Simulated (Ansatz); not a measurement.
Job for Ansatz (a quantum-chemistry and plane-wave program): U-CCSD(T)/def2-QZVPP on Al, 2S+1 = 2, a spin state set in the input, which need not be the lowest. Files ending in .json are basis or fitting sets from the Basis Set Exchange.

Ansatz 0.2 input:
```yaml
crystal:
  periodic: [false, false, false]
  atoms:
    - {symbol: Al, position_ang: [0.00000000, 0.00000000, 0.00000000]}
basis:
  gaussian:
    orbitals: def2-QZVPP.json
magnetization: {spin_polarized: true, initial_magnetization: 1}
correlation: {method: ccsd_t, electrons: valence}
scf: {lower_state_search: full}
```

Task: Predict the final total energy.

Result: -241.9342 hartree (reference determinant -241.8807, T1 diagnostic 0.020).

Task: How many basis functions does it have, and what does it roughly cost on one machine?

Result: 70 functions; roughly 5 core-seconds.
